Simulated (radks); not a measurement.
The numbers below are computed, except where a source is named.
Q: Tb, 65 electrons, occupied as [Xe] 4f9 6s2 (the NIST ground configuration). Code: a radial shooting solver on a logarithmic mesh with Libxc functionals. Model: scalar-relativistic Kohn-Sham, Slater X-alpha with alpha = 0.638, spin-unpolarised, spherical densities, point nucleus. Some entries of the table are withheld. Estimate them.

orbital,occ.,eigenvalue (eV),<1/r> (bohr^-1)
1s,2,-51784.41,73.04
2s,2,-8579.726,16.95
2p,6,-7625.565,15.79
3s,2,-1900.167,6.226
3p,6,-1606.058,5.846
3d,10,-1222.028,5.549
4s,2,-374.2752,2.628
4p,6,-277.4436,2.411
4d,10,-144.6018,2.122
5s,2,(1),0.9986
5p,6,(2),0.8272
6s,2,-2.9195,(3)
4f,9,-1.4380,1.494

A: 
(1) 5s eigenvalue (eV): -45.9962
(2) 5p eigenvalue (eV): -23.4098
(3) 6s <1/r> (bohr^-1): 0.2957
